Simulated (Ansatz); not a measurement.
Start from `CC1=CC(C)=[O+][Al-]([Cl])([Cl])[O]1` and change one atom or group to get `CC1=CC(C)=[O+][Ti-]([CH3])([CH3])([CH3])[O]1`.

Ansatz, PBE0-D4/def2-TZVP geometries, multiplicity 1. 

Scalar relativity is left out up to krypton.

```
                                      property  `CC1=CC(C)=[O+][Al-]([Cl])([Cl])[O]1`
size of the dipole moment (PBE/def2-TZVPP) / D                                   6.88
             HOMO energy (PBE/def2-TZVPP) / eV                                  -6.72
          HOMO–LUMO gap (PBE0/def2-TZVPP) / eV                                   5.43
           LUMO energy (B3LYP/def2-TZVPP) / eV                                  -2.67
           HOMO energy (B3LYP/def2-TZVPP) / eV                                  -7.68
       HOMO–LUMO gap (ωB97M-V/def2-TZVPP) / eV                                   9.65
```

Question: Give the same properties after the change, and the shifts. (An estimate is asked.)

Answer: Ansatz gave: 
```
                                      property  `CC1=CC(C)=[O+][Ti-]([CH3])([CH3])([CH3])[O]1`  shift
size of the dipole moment (PBE/def2-TZVPP) / D                                            4.28  -2.60
             HOMO energy (PBE/def2-TZVPP) / eV                                           -5.40   1.32
          HOMO–LUMO gap (PBE0/def2-TZVPP) / eV                                            4.89  -0.54
           LUMO energy (B3LYP/def2-TZVPP) / eV                                           -2.05   0.62
           HOMO energy (B3LYP/def2-TZVPP) / eV                                           -6.50   1.18
       HOMO–LUMO gap (ωB97M-V/def2-TZVPP) / eV                                            9.26  -0.39
```

With PBE0 the HOMO rises by 1.18 eV and the LUMO rises by 0.63 eV, so the gap narrows by about 0.55 eV. PBE moves the HOMO by 1.32 eV and ωB97M-V by 0.97 eV. Dipoles are sizes alone; their direction can turn.

Positive LUMOs are unbound, so they and the gaps depend on the basis.

B3LYP here is the variant with VWN-RPA as its local correlation; programs differ in this.
